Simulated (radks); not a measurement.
Values are calculated unless marked as measured or tabulated.
Numerical settings for the rhodium ion Rh3+, [Kr] 4d6. Code: a radial shooting solver on a logarithmic mesh with Libxc functionals. Model: scalar-relativistic Kohn-Sham, PBE, spin-polarised, spherical densities, point nucleus; open shells are filled with parallel spins first (spin-orbit coupling, left out, can overturn this in heavy ions). The defaults (mesh step 0.008 in ln r, mesh end at 40 bohr or more with all orbitals vanishing there, Anderson mixing 0.5 over 9 steps, residual threshold near 1e-9 with the energy settled to 1e-9 hartree or 1e-11 of itself, here a cap of 52 iterations) give E = -4782.0493 hartree and 4d at -37.569 eV in 14 iterations. Run on one thread of a shared host, so times are rough (Intel(R) Xeon(R) 6975P-C): 0.14 s of CPU time, 0.14 s wall, 14 iterations on 2476 mesh points. Changes against that run (0 stands for a change within the tolerance of the run):

setting                    iterations  converged  E (mhartree)  e(4d) (meV)  CPU (s)
mesh step in ln r 0.02             14        yes             0            0     0.06
mesh step in ln r 0.12              2         no      diverged            -     0.02
mesh step in ln r 0.05             14        yes       +0.0387     -0.00385     0.03
mesh end (bohr) 2                  13        yes     +4.38e+03    +3.14e+04     0.12
mesh end (bohr) 12                 14        yes             0            0     0.14
residual threshold 1e-13           20        yes             0            0     0.17
residual threshold 1e-05           10        yes             0       +0.036     0.12
mixing 0.05                        17        yes             0            0     0.17
linear mixing, mixing 0.5          30        yes             0            0     0.25
linear mixing, mixing 1            52         no         +3.82         +627     0.65
mixing history 2                   18        yes             0            0     0.17
iteration cap 3                     3         no         +27.4    -1.27e+03     0.04

Settings that end as converged yet miss the energy by more than 1 mhartree: mesh end (bohr) 2 (+4.38 hartree). A mesh that ends early acts as a hard wall.
